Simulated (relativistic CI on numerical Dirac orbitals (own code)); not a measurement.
Forbidden transitions in Hf³⁹⁺

Calculated at this level of theory: Dirac-Coulomb-Breit CI, orbitals from a KLI potential per configuration, model QED (radiative potential, 1s self-energy scaled to tabulated hydrogen-like ionisation energies), unscaled Slater integrals (own radial code, finite nucleus).

Configurations in the expansion (outside the closed core [Ar] 3d10): 4s2 4p3, 4s 4p4, 4s2 4p2 4d, 4p5, 4s 4p3 4d, 4s2 4p2 4f, 4s 4p3 4f, 4p4 4d, 4s 4p2 4d2, 4s2 4p 4d 4f, 4p4 4f, 4s2 4p 4d2, 4s2 4d3, 4s 4p 4d3, 4s2 4d2 4f, 4s 4p 4d2 4f, 4p3 4d2, 4p2 4d3, 4p2 4d2 4f. Double excitations out of closed p, d and f shells are left out; levels of such configurations are missing from the list, as are those of other unlisted configurations, and high levels can miss mixing partners.

| λ vac (nm) | Lower | Upper | Type | A (s⁻¹) | log gf |
| --- | --- | --- | --- | --- | --- |
| 7.5640 | 4s2 4p3 2D°_5/2 [3] | 4s2 4p2 4d 2G_9/2 [21] | M2 | 5.34e+03 | -7.34 |
| 13.914 | 4s2 4p3 4S°_3/2 [2] | 4s2 4p3 2P°_3/2 [7] | M1 | 5.91e+06 | -4.16 |
| 14.062 | 4s2 4p3 2P°_3/2 [1] | 4s2 4p3 2P°_1/2 [4] | E2 | 1.39e+05 | -6.09 |
| 14.062 | 4s2 4p3 2P°_3/2 [1] | 4s2 4p3 2P°_1/2 [4] | M1 | 2.93e+06 | -4.76 |
| 14.616 | 4s2 4p2 4d 4D_7/2 [16] | 4s2 4p2 4d 4F_9/2 [40] | M1 | 1.66e+06 | -4.27 |
| 14.811 | 4s2 4p3 2D°_5/2 [3] | 4s2 4p3 2P°_3/2 [7] | E2 | 2.60e+05 | -5.47 |
| 14.811 | 4s2 4p3 2D°_5/2 [3] | 4s2 4p3 2P°_3/2 [7] | M1 | 1.39e+06 | -4.74 |
| 15.020 | 4s 4p4 4P_5/2 [6] | 4s2 4p2 4d 2G_9/2 [21] | E2 | 2.91e+04 | -6.01 |
| 15.261 | 4s2 4p3 2P°_3/2 [1] | 4s2 4p3 2D°_5/2 [3] | E2 | 1.32e+05 | -5.56 |
| 15.261 | 4s2 4p3 2P°_3/2 [1] | 4s2 4p3 2D°_5/2 [3] | M1 | 7.79e+05 | -4.79 |
| 15.731 | 4s2 4p2 4d 2G_9/2 [21] | 4s2 4p2 4d 4F_9/2 [40] | M1 | 2.00e+06 | -4.13 |
| 16.148 | 4s2 4p3 2P°_1/2 [4] | 4s2 4p3 2P°_3/2 [7] | M1 | 1.11e+06 | -4.76 |
| 16.348 | 4s2 4p3 2P°_3/2 [1] | 4s2 4p3 4S°_3/2 [2] | M1 | 4.40e+06 | -4.15 |
| 18.010 | 4s 4p4 4P_5/2 [8] | 4s2 4p2 4d 2G_9/2 [21] | E2 | 2.11e+04 | -5.99 |
| 18.882 | 4s2 4p2 4d 2F_7/2 [23] | 4s2 4p2 4d 4F_9/2 [40] | M1 | 1.19e+06 | -4.20 |
| 69.077 | 4s2 4p2 4d 2G_7/2 [14] | 4s2 4p2 4d 2G_9/2 [21] | M1 | 3.52e+04 | -4.60 |

Terms are leading LS components. Brackets give the number of a level in order of energy, since labels repeat. The list gives strong lines, with weight on those to low levels, among the lowest 200 of 3430 levels, so that lines to higher ones, which can be the strongest, are missing. Levels whose partners in the same complex of configurations lie outside the list can be far off, and so can their lines. Rates are taken at the computed energies, electric ones in the length gauge.

At this charge energies of transitions that change n are usually good to better than 1 %, and those within a shell (Δn = 0) to a few per cent.

From the table, what is the radiative lifetime of 4s2 4p2 4d 2G_9/2?

The listed rates from this level add up to about 9.07e+04 s⁻¹, 99 % of its decay; with all channels τ = 1.09e-05 s.

LS names give the leading component of a level, which can be under half, so a name can repeat, a term be missing and a line seem to break the LS rules.
